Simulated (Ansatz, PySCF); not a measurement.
## TaO(OH)3 in two programs

TaO(OH)3 (singlet), relaxed with PySCF 2.14.0, RKS PBE, Ta def2-SVP with ECP60, O def2-SVP, H def2-SVP; non-relativistic Hamiltonian with scalar-relativistic core potentials where named; density fitting; no spin-orbit coupling:

```xyz
8

Ta   -0.3400    0.0000    0.1743
O     0.5561    0.0000    1.6702
O     0.1506    1.5789   -0.8137
H     0.8015    2.2665   -0.5952
O    -2.2261    0.0000    0.5693
H    -2.6950    0.0000    1.4199
O     0.1506   -1.5789   -0.8137
H     0.8015   -2.2665   -0.5952
```

There the HOMO–LUMO gap is 6.40 eV. 

The same geometry by Ansatz 0.2.0 (PBE, PAW, a periodic box with 9 Å of vacuum):

| spin-orbit coupling | gap (eV) | largest force component (eV/Å) |
| --- | --- | --- |
| without | 6.31 | 0.52 |

(1) What does the run with spin-orbit coupling give?

The spin-orbit runs use fully relativistic datasets of their own, so changes of a few hundredths of an eV needn't come from the coupling.

No other spin state of this charge was computed.

## Answers

(1) gap (eV): 6.28, largest force component (eV/Å): 0.53. It took 37 s on 2 threads of Intel(R) Xeon(R) Platinum 8259CL CPU @ 2.50GHz (Skylake/Cascade Lake), on a shared host, peak memory 2.4 GiB.
